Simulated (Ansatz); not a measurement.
Molecule: methylborane, CH5B, charge 0, multiplicity 1. 
Structure (B3LYP-D3(BJ)/def2-TZVP (Ansatz, a program for electronic structure) minimum search):
```
C
H 1 1.0911
H 1 1.0911 2 110.17
H 1 1.1043 2 105.74 3 113.82
B 1 1.5512 2 115.05 4 114.15
H 5 1.1943 1 120.91 2 -26.93
H 5 1.1943 6 118.10 1 176.57
```

Atomisation energy built up term by term with Ansatz (kcal/mol; UHF references for open shells; valence terms freeze the core; atomic spin-orbit terms are left out). CBS(X,Y): correlation extrapolated as X^-3; Hartree-Fock from the larger set.

| term | basis | kcal/mol |
|---|---|---|
| Hartree-Fock | def2-QZVPPD | (withheld) |
| CCSD correlation | CBS(def2-TZVPPD,def2-QZVPPD) | 114.45 |
| (T) | CBS(def2-TZVPPD,def2-QZVPPD) | (withheld) |
| CCSDT - CCSD(T) | cc-pVDZ | 0.01 |
| core correlation | cc-pwCVTZ | 2.28 |
| scalar relativity (X2C) | cc-pVTZ-DK against cc-pVTZ | -0.26 |
| sum: De |  | (withheld) |

Complete the blanks.


- Hartree-Fock, kcal/mol: 467.32
- (T), kcal/mol: 4.78
- sum: De, kcal/mol: 588.6
